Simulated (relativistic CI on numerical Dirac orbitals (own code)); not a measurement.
Radial Dirac CI calculation of Ba III.

Command:

```sh
python run_levels.py task.json out
```

Input:

```
atom Ba  Z=56  charge=2  electrons=54
nucleus A=138  rms_radius_fm=4.8378
hamiltonian dirac-coulomb  breit=on  qed=on  c_scale=1
orbitals kli  potential=per-configuration
slater_scale 1
correlation none
mixing on
grid step=0.0125 r_max=46.97
scf mixing=0.1 start=green max_iterations=150 tolerance=2e-08 node_fill=0.05
configurations
  [Kr] 4d10 5s2 5p6
end
```

Output:

```
SCF 1: [Kr] 4d10 5s2 5p6
 iter      energy (Ha)   residual   last orbital (Ha)
    1     -8124.446198   1.63e+00     -1.72697
    2     -8127.584288   1.39e+00     -1.62769
    3     -8134.910163   2.47e-01     -1.24086
    4     -8134.907326   2.47e-01     -1.23958
    5     -8135.122630   3.65e-02     -1.31158
    6     -8135.123210   3.21e-02     -1.30939
    7     -8135.123805   6.70e-03     -1.29097
    8     -8135.123968   4.67e-03     -1.29240
    9     -8135.124296   2.48e-04     -1.29555
   10     -8135.124284   3.22e-05     -1.29537
   11     -8135.124288   1.35e-06     -1.29539
   12     -8135.124288   7.79e-07     -1.29539
   13     -8135.124288   1.48e-08     -1.29539
orbital energies (Ha): 4s -9.5776  4p1/2 -7.6620  4p3/2 -7.1034  4d3/2 -3.9776  4d5/2 -3.8829  5s -1.8653  5p1/2 -1.3709  5p3/2 -1.2954
configuration averages (Ha): Dirac-Coulomb, Breit, QED
  5p6                          -8135.124288    6.546263    4.362554
levels: no., configuration, term, J, E (cm-1), weight
   1 5p6                    1S   0                0.0  1.00
lowest total energy -8124.215471 Ha
end: converged
```

Against the reference input this run has: end of the grid at 46.97 bohr, SCF mixing 0.1. The reference run ends at -8124.215471 Ha with Breit and QED terms. The change (end of the grid at 46.97 bohr, SCF mixing 0.1) leaves the energy and the levels as they were.

Run time about 0.072 s of CPU on one thread of Intel Xeon 6975P-C (shared host).
